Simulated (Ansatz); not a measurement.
Geometry optimisation, RKS B3LYP-D4/def2-SVP (Ansatz).

Input file:

```yaml
crystal:
  periodic: [false, false, false]
  atoms:
    - { symbol: S, position_ang: [-0.5221, 0.1368, -1.8343] }
    - { symbol: C, position_ang: [0.2551, -0.1071, -0.3658] }
    - { symbol: S, position_ang: [1.8779, -0.5648, -0.5161] }
    - { symbol: O, position_ang: [0.0227, 0.8075, 0.6827] }
    - { symbol: Si, position_ang: [-0.6984, -0.673, 1.0934] }
    - { symbol: H, position_ang: [-1.077, 1.3974, -1.525] }
    - { symbol: H, position_ang: [1.80986, -1.81115, 0.00902] }
    - { symbol: H, position_ang: [-2.1407, -0.4924, 1.1422] }
    - { symbol: H, position_ang: [-0.0066, -1.1105, 2.3871] }
basis:
  gaussian: { orbitals: def2-SVP }
hamiltonian:
  xc: b3lyp
  dispersion: d4
relax:
  f_tol: 0.015
  max_steps: 40
```

Launched with:

```bash
$ ansatz run input.yaml --threads 2 --pin off --max-ram 3072MiB --backend cpu --events-out ev --progress --plain --runs-dir out
```

**Question.** Where does it end, and by what steps?

**Answer.** The run converged. After 18 steps the energy has fallen by 0.942 eV; H6 moved furthest, 1.09 Å.

| step | energy less start (eV) | largest force component (eV/Å) | accepted |
| --- | --- | --- | --- |
| 0 | 0.0000 | 3.559 | yes |
| 1 | -0.5925 | 1.782 | yes |
| 2 | -0.7799 | 0.686 | yes |
| 3 | -0.8074 | 0.192 | yes |
| 4 | -0.8160 | 0.268 | yes |
| 5 | -0.8223 | 0.141 | yes |
| 6 | -0.8272 | 0.270 | yes |
| 7 | -0.8292 | 0.719 | yes |
| 8 | -0.8568 | 0.337 | yes |
| 9 | -0.8848 | 0.385 | yes |
| 10 | -0.9006 | 0.727 | yes |
| 11 | -0.9197 | 0.433 | yes |
| 12 | -0.9343 | 0.166 | yes |
| 13 | -0.9110 | 0.286 | no |
| 14 | -0.9403 | 0.110 | yes |
| 15 | -0.9408 | 0.077 | yes |
| 16 | -0.9419 | 0.024 | yes |
| 17 | -0.9420 | 0.019 | yes |
| 18 | -0.9420 | 0.005 | yes |

```xyz
9
Properties=species:S:1:pos:R:3
S -1.000 0.342 -1.702
C 0.012 -0.209 -0.312
S 1.624 -0.813 -0.899
O 0.084 0.678 0.825
Si -0.824 -0.702 1.255
H -0.157 1.324 -2.113
H 2.204 -0.888 0.324
H -2.267 -0.499 1.520
H -0.154 -1.650 2.176
```

The run took 41 s on 2 threads of INTEL(R) XEON(R) PLATINUM 8581C CPU @ 2.10GHz (Emerald Rapids), with other jobs on the host, peak memory 0.25 GiB.
